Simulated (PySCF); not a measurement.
Ga(F)2(SeH) (F2GaHSe), SMILES [F][Ga]([F])[SeH].

Coordinates come from a PBE-D3(BJ)/def2-SVP optimisation. One conformer was computed; it need not be the lowest.

Level of theory: PBE-D3(BJ)/def2-SVP in PySCF.

Frequencies are harmonic and unscaled.

```
mode  ν (cm⁻¹)  IR (km/mol)  moving atoms (share of kinetic energy)
----  --------  -----------  --------------------------------------
1          105          5.1                F 60 %, Ga 24 %, Se 13 %
2          156         20.1                         Ga 50 %, F 46 %
3          175         22.4                         F 84 %, Se 13 %
4          231          6.7                                  H 96 %
5          294         18.5                Ga 44 %, Se 43 %, F 12 %
6          621          0.9                                  H 95 %
7          671         69.5                         F 83 %, Ga 16 %
8          713         59.8                         F 71 %, Ga 28 %
9         2358          2.5                                  H 99 %
```
